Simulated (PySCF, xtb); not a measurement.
(Z)-1-chlorobut-1-ene (C4H7Cl), SMILES CC/C=C\Cl. The values are those of a single conformer.

Harmonic wavenumbers (cm⁻¹) from GFN2-xTB (xtb 6.7.1) at its own minimum, in rising order: 36, 179, 222, 263, 454, 549, 732, 753, 830, 876, 932, 1066, 1086, 1107, 1217, 1241, 1267, 1329, 1410, 1469, 1499, 1503, 1689, 2953, 3006, 3034, 3040, 3044, 3058, 3082.

What does PBE0-D3(BJ)/def2-SVP (PySCF) give at its own minimum? (The exact figures need the calculation; the answer reports its results.)

38, 194, 247, 275, 495, 580, 732, 769, 800, 912, 963, 1052, 1091, 1117, 1234, 1283, 1308, 1374, 1394, 1456, 1468, 1478, 1733, 3054, 3055, 3127, 3151, 3158, 3172, 3240. Paired by order, the mean absolute difference is 43 cm⁻¹ and the zero-point energies are 61.4 and 62.8 kcal/mol.
